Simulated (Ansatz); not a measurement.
A nudged elastic band was laid between two geometries of C₃H₈AlB (13 atoms, charge 0, multiplicity 1).

Level of theory: RKS PBE0-D4/cc-pVDZ in Ansatz 0.2.0.

```yaml
movable_images: 9
climbing_image: yes
spring: 5.0 eV/Å²
optimiser: quadratic models (default)
start_path: through a guess of the saddle point
force_threshold: 0.03 eV/Å
iteration_limit: 60
end_points: relaxed
```

Initial state:

```xyz
13
Properties=species:S:1:pos:R:3
C -1.747 0.681 0.476
C -0.396 1.208 -0.006
B 0.686 0.095 -0.226
C 0.698 -1.370 -0.072
Al 2.525 -0.448 -0.738
H -2.478 1.492 0.619
H -1.649 0.150 1.437
H -2.179 -0.031 -0.245
H -0.522 1.771 -0.948
H 0.000 1.952 0.709
H -0.165 -1.962 0.265
H 1.521 -2.105 -0.255
H 3.727 -1.469 -1.002
```

Final state:

```xyz
13
Properties=species:S:1:pos:R:3
C -1.735 0.683 0.518
C -0.353 1.212 0.138
B 0.696 0.096 -0.193
C 0.652 -1.376 -0.231
Al 2.530 -0.445 -0.727
H -2.172 0.084 -0.297
H -2.441 1.498 0.744
H -1.684 0.033 1.406
H -0.432 1.892 -0.729
H 0.047 1.847 0.949
H -0.245 -1.969 0.001
H 1.454 -2.116 -0.478
H 3.702 -1.473 -1.086
```

(1) Which bonds break or form, and what moves?

(2) What energy profile does the band end with?

(3) What is the geometry of the highest image?

(4) What are the harmonic wavenumbers there?

Results:

(1) No bond is made or broken. The dihedral H6–C1–C2–B3 goes from 180 to -60°. The two ends are copies of one structure, up to a mirror image or an exchange of like atoms.

(2) The forces met the threshold. The highest image is number 6 of 0 to 10, 0.131 eV above the ends, which have the same energy within 2 meV. A vibrational analysis at the climbing image gives one clearly imaginary mode, 246i cm⁻¹: a first-order saddle point.

| image | path coordinate (Å) | energy (eV) | dihedral H6–C1–C2–B3 (°) |
| --- | --- | --- | --- |
| 0 | 0.00 | 0.000 | 180 |
| 1 | 0.31 | 0.004 | -174 |
| 2 | 0.62 | 0.022 | -165 |
| 3 | 0.94 | 0.053 | -154 |
| 4 | 1.25 | 0.090 | -143 |
| 5 | 1.56 | 0.119 | -131 |
| 6 | 1.87 | 0.131 | -120 |
| 7 | 2.33 | 0.108 | -103 |
| 8 | 2.78 | 0.057 | -87 |
| 9 | 3.23 | 0.014 | -72 |
| 10 | 3.68 | 0.000 | -60 |

(3) 
```xyz
13
Properties=species:S:1:pos:R:3
C -1.776 0.705 0.475
C -0.380 1.192 0.043
B 0.687 0.073 -0.208
C 0.697 -1.398 -0.145
Al 2.549 -0.444 -0.670
H -2.556 1.014 -0.237
H -2.063 1.107 1.459
H -1.833 -0.392 0.552
H -0.450 1.802 -0.874
H 0.033 1.893 0.790
H -0.174 -2.015 0.126
H 1.522 -2.123 -0.354
H 3.763 -1.449 -0.943
```

(4) 246i, 55, 150, 167, 328, 395, 405, 435, 480, 556, 749, 765, 812, 946, 1002, 1012, 1059, 1221, 1243, 1381, 1405, 1426, 1470, 1473, 1532, 1878, 2939, 3053, 3063, 3086, 3116, 3136, 3143 cm⁻¹.

Time of the run: 5.7 min on 2 threads of Intel(R) Xeon(R) 6975P-C (Granite Rapids) (shared host), peak memory 0.3 GiB.
